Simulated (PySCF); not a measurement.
**Computed structure and properties of [Hf(OH)2]2+**

System: [Hf(OH)2]2+ (singlet); start: template (C2). Method: PySCF 2.14.0, RKS PBE0, Hf def2-SVP with ECP60, O def2-SVP, H def2-SVP; non-relativistic Hamiltonian with scalar-relativistic core potentials where named; density fitting; no spin-orbit coupling.

Input of the relaxation:

```python
mol = gto.M(atom='''
Hf     0.00000     0.00000    -0.12510
O      1.75100    -0.00000     0.65850
H      2.71060    -0.09060     0.71760
O     -1.75100     0.00000     0.65850
H     -2.71060     0.09060     0.71760''',
    basis={'Hf': 'def2-SVP', 'O': 'def2-SVP', 'H': 'def2-SVP'},
    ecp={'Hf': 'def2-SVP'},
    charge=2, spin=0)
mf = dft.RKS(mol, xc='PBE0')
mf.grids.atom_grid = (50, 194)
mf = mf.density_fit()  # fitting sets: Hf def2-universal-JKFIT, O def2-universal-JKFIT, H def2-universal-JKFIT
mf.conv_tol = 1e-08; mf.max_cycle = 55
mf.kernel(dm0)  # dm0: converged density of the start geometry
# quasi-Newton relaxation in Cartesian coordinates to a largest gradient under 0.00045 Eh/bohr, steps kept in the point group
```

Run from Python with OMP_NUM_THREADS=2; the lines above give its settings. Where DIIS fails, smearing, a level shift and second-order steps follow.
It took 21 s on 2 threads of Arm Neoverse V1, with other jobs on the host, from the converged density of the start.

Course of the relaxation:

```tsv
step	energy above end (eV)	largest force component within the symmetry (eV/Å)
0	1.0887	3.509
1	0.6754	0.724
2	0.4500	1.460
3	0.3127	2.023
4	0.2212	2.131
5	0.1559	1.338
6	0.1083	0.647
7	0.0740	0.404
8	0.0457	0.760
9	0.0271	0.738
10	0.0089	0.394
11	0.0010	0.119
12	0.0003	0.082
13	0.0001	0.033
14	0.0000	0.002
```

Relaxed geometry (C2v):

```xyz
5

Hf    0.0000    0.0000   -0.6396
O     1.4538   -0.0334    0.4403
H     2.0839   -0.0504    1.1930
O    -1.4538    0.0334    0.4403
H    -2.0839    0.0504    1.1930
```

```json
{"contact": "Hf1–O2 (OH)", "Å": "1.811"}
{"contact": "Hf1–O4 (OH)", "Å": "1.811"}
```

On the finer grid (75, 302):

| Item | Value |
| --- | --- |
| HOMO | -21.47 eV |
| LUMO | -15.00 eV |
| Dipole about the centre of mass | 0.14 D |
| Set of Mulliken populations of Hf1 outside the core potential | s 2.17, p 6.12, d 1.73, f 0.15 |
| D3(BJ) dispersion energy (not in the energies) | -0.063 eV |

```
atom  Mulliken (e)  Löwdin (e)  spin (e)
 Hf1          1.83        1.43      0.00
  O2         -0.24        0.08      0.00
  H3          0.33        0.21      0.00
  O4         -0.24        0.08      0.00
  H5          0.33        0.21      0.00
```

On the grid (50, 194), as all that follows. Harmonic modes: a minimum; lowest 225 cm⁻¹ (negative: unstable), highest 3691 cm⁻¹, zero-point energy 0.730 eV.

Taking off one OH (charge -1, singlet; the rest: singlet) in vacuum, both parts rigid, costs 27.92 eV; the small basis without counterpoise inflates it. Most of it is the attraction of opposite charges; other ways to part are cheaper, and one spin state was tried for the rest.

Rigid scan of OH along the line from its metal:

distance to O2 (Å), energy (eV) and a bar:
```
     1.51      3.235 ##############################
     1.61      1.213 ###########
     1.71      0.257 ##
     1.81      0.000 
     1.91      0.189 ##
     2.01      0.651 ######
     2.21      1.962 ##################
```

One start shape was tried, so this needn't be the lowest isomer.
